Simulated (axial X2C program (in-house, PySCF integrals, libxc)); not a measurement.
Spin–orbit effects along a row: molecules with Na (ions), PBE0

All values come from calculations with an in-house relativistic program for diatomic molecules, spin-free (one-electron X2C) or two-component (2c: spin–orbit coupling with atomic mean-field Coulomb and Gaunt terms, which also bring small scalar terms), in Dyall basis sets with cores contracted in-house; open shells are unrestricted.

Basis sets: B dyall-v3z, Be dyall-cv3z, F dyall-av3z, Li dyall-cv3z, N dyall-av3z, Na dyall-cv3z, O dyall-av3z.

```csv
molecule,spin-free state,Re (Å),ωe (cm⁻¹),De (eV),2c state,Re 2c (Å),ωe 2c (cm⁻¹),De 2c (eV)
LiNa⁺,"M_S = 1/2, Λ = 0",3.376,181.5,1.03,Ω = 1/2,3.376,181.5,1.03
NaBe⁺,"M_S = 0, Λ = 0",2.938,212.0,0.48,Ω = 0,2.939,211.9,0.48
NaB⁺,"M_S = 1/2, Λ = 0",2.843,210.9,0.62,Ω = 1/2,2.843,210.9,0.62
NaN⁺,"M_S = 3/2, Λ = 0",2.651,142.3,0.13,Ω = 3/2,2.651,142.3,0.13
NaO⁺,"M_S = 1, Λ = 0",2.489,193.5,0.32,Ω = 1,2.490,193.5,0.32
NaF⁺,"M_S = 1/2, Λ = 1",2.452,153.1,n/a,Ω = 3/2,2.452,153.2,0.00
```

Problem. Work out the shifts from the spin-free to the two-component result.

Solution. 

| molecule | 2c state | ΔRe (Å) | Δωe (cm⁻¹) | ΔDe (eV) |
| --- | --- | --- | --- | --- |
| LiNa⁺ | Ω = 1/2 | 0.000 | 0.0 | 0.00 |
| NaBe⁺ | Ω = 0 | 0.001 | -0.1 | 0.00 |
| NaB⁺ | Ω = 1/2 | 0.000 | 0.0 | 0.00 |
| NaN⁺ | Ω = 3/2 | 0.000 | 0.0 | 0.00 |
| NaO⁺ | Ω = 1 | 0.001 | 0.0 | 0.00 |
| NaF⁺ | Ω = 3/2 | 0.000 | 0.1 | n/a |

Shifts of one unit in the last digit are rounding.

Fragments in 2c: Na+ + Li, Na+ + Be, Na+ + B, Na+ + N, Na+ + O, Na+ + F. Each entry is the lowest single determinant of a limited PBE0 search at one distance. De goes to single-determinant-based atoms at the same level (for ions the charge split of lowest energy) and is withheld (n/a) where an atom does not fit its ground term or J level. Main or longest-lived isotopes. One determinant is a doubtful description, or other states lie close, for NaN⁺, NaO⁺, NaF⁺; these need not be ground states, and all values refer to the states named. Some open-shell Ω = 0 determinants are out of reach, so the Ω given for NaO⁺ need not be the lowest component. With several unpaired electrons the Ω given is that of one determinant, not necessarily of the lowest component. Some light 2c atoms are not at their ground J level, so De misses part of their lowering (0.04 eV or less). The functionals have no current term, which raises determinants with orbital currents.
